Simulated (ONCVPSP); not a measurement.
**arsenic: one change to an ONCV potential, before and after**

- Element: As (Z = 33)
- Generator: ONCVPSP 4.0.1
- Type: optimised norm-conserving Vanderbilt (ONCV)
- Functional: PBE
- Relativity: scalar-relativistic
- Frozen core: [Ar]
- Valence charge: 15
- Reference configuration: 3d10 4s1.75 4p3.25
- Partial waves: 4s: rc 1.75 bohr, ncon 4, nbas 9, qcut 3.3 1/bohr, 3 projectors, debl 3.3 Ha; 4p: rc 1.75 bohr, ncon 4, nbas 7, qcut 5.6 1/bohr, 1 projector; 3d: rc 0.70 bohr, ncon 5, nbas 10, qcut 25.3 1/bohr, 3 projectors, debl 2.8 Ha
- Local potential: polynomial inside 0.70 bohr (lpopt 2, dvloc0 3 Ha)
- Core correction: Teter function, fcfact 2.75, rcfact 1.25

Change: s: ncon 5, nbas 10.

Cutoffs: the cutoffs (Ha) at which the residual kinetic energy of the hardest occupied pseudo-wave falls to 1 and 0.1 mHa per electron; they do not see the model core or the augmentation charge, which bear on the density cutoff. Errors are all-electron minus pseudo energies relative to the spin-unpolarised reference configuration.

Task: How do hardness, ghosts and transferability respond?

Result: The potential gets neither clearly harder nor softer (233 Ha and 264 Ha → 233 Ha and 264 Ha); the d channel sets the loose cutoff, while the largest relative change is in s, which becomes harder; of the 4 tests that both files solve, the error grows in 0 and shrinks in 2 by more than 15 % and 0.3 meV (median size 1.6 → 1.0 meV); neither file shows a bound ghost.

```csv
quantity,base,changed
"cutoff, loose",233 Ha,233 Ha
"cutoff, tight",264 Ha,264 Ha
loose cutoff by channel,"s 43 Ha, p 9.5 Ha, d 233 Ha","s 53 Ha, p 9.5 Ha, d 233 Ha"
bound ghosts,none,none
GHOST(+) flags under 300 eV,"p at 36.7 eV, s at 210.0 eV","p at 36.7 eV, s at 202.8 eV"
"error for 3d10 4s2 4p3, meV [ΔE -2.33 eV]",-0.2,+0.1
"error for 3d10 4s2 4p2, meV [ΔE 6.82 eV]",-0.8,-0.4
"error for 3d10 4s2 4p1, meV [ΔE 24.74 eV]",+2.4,+2.6
"error for 3d10 4s1 4p4, meV [ΔE 7.09 eV]",-4.3,-1.7
s: phases at 1.77 bohr within 0.05 rad from the reference energy up to (Ha; the scan ends near 5),to the end of the scan,to the end of the scan
p: phases at 1.77 bohr within 0.05 rad from the reference energy up to (Ha; the scan ends near 5),0.9,0.9
d: phases at 0.71 bohr within 0.05 rad from the reference energy up to (Ha; the scan ends near 5),to the end of the scan,to the end of the scan
"rms error of d²Exc/dni dnj with the model core, mHa",4.16,4.17
```
